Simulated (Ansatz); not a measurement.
**What each rung costs, and what it gives**

Saddle point of ZnSiH$_{6}$O, closed shell (ZnSiH₄O ([OH][Zn][SiH3]) + H₂ → ZnH₂O ([OH][ZnH]) + SiH₄; bonds formed: Zn1–H5, Si2–H4; bonds broken: Zn1–Si2, H4–H5), PBE0-D4/def2-TZVP structure:

Zn1  (-1.147, 0.261, -0.377)
Si2  (1.261, -0.108, 0.559)
O3  (-2.087, -0.659, -1.574)
H4  (-0.301, 1.072, 0.686)
H5  (-1.376, 1.640, 0.584)
H6  (1.226, -1.472, 1.158)
H7  (1.904, 0.801, 1.551)
H8  (2.123, -0.125, -0.656)
H9  (-1.606, -1.409, -1.929)
(Å)

Barriers are electronic and count from the start structure reached by relaxing down the imaginary mode.

Ansatz 0.2.0; basis: as named in each row; cores frozen in the correlated methods. The 3s and 3p shells of Cu and Zn are frozen; filled d shells are correlated. B3LYP uses VWN-RPA correlation. Extrapolation: Hartree–Fock as exp(−7.88 √X), correlation as X^−2.97.

Times are rough, for one single point on 4 threads of a shared host (Arm Neoverse V2).

The estimate by CCSD(T) at an estimated basis limit (MP2 extrapolated from triple and quadruple zeta, plus CCSD(T) − MP2 in triple zeta) is 51.09 kcal/mol.

```csv
method,basis,time (s),barrier (kcal/mol),method less estimate
HF,STO-3G,under 1,40.01,-11.08
SPW92,def2-SVP,under 1,34.02,-17.07
PBE-D4,def2-SVP,under 1,41.46,-9.63
B3LYP-D4,6-31G,under 1,51.55,0.46
PBE0-D4,def2-SVP,under 1,45.46,-5.63
SPW92,def2-TZVPP,under 1,35.67,-15.42
PBE-D4,def2-TZVPP,1,43.41,-7.68
BLYP-D4,def2-TZVPP,1,48.44,-2.65
PBE-D4,STO-3G,2,19.02,-32.07
CCSD(T),def2-SVP,2,52.54,1.45
B3LYP-D4,def2-TZVPP,2,50.17,-0.92
BHLYP-D4,def2-TZVPP,2,53.78,2.69
PBE0-D4,def2-TZVPP,2,46.27,-4.82
CAM-B3LYP-D4,def2-TZVPP,2,50.66,-0.43
r2SCAN-D4,def2-TZVPP,3,44.62,-6.47
RPA on PBE,def2-TZVPP,3,49.79,-1.30
r2SCAN0-D4,def2-TZVPP,3,47.35,-3.74
B2PLYP,def2-TZVPP,3,51.59,0.50
PBE-QIDH,def2-TZVPP,4,49.54,-1.55
wB97M-V,def2-SVP,4,49.17,-1.92
wB97X-V,def2-TZVPP,6,50.95,-0.14
B97M-V,def2-TZVPP,6,44.84,-6.25
wB97M-V,def2-TZVPP,6,50.97,-0.12
MP2,def2-QZVPP,12,52.26,1.17
CCSD(T),def2-TZVPP,55,50.81,-0.28
```

All methods are single points on the PBE0-D4 structures.

No T1 diagnostic of these runs exceeds 0.018.

Labels in which every atom is bracketed show which atoms are joined, not bond orders.
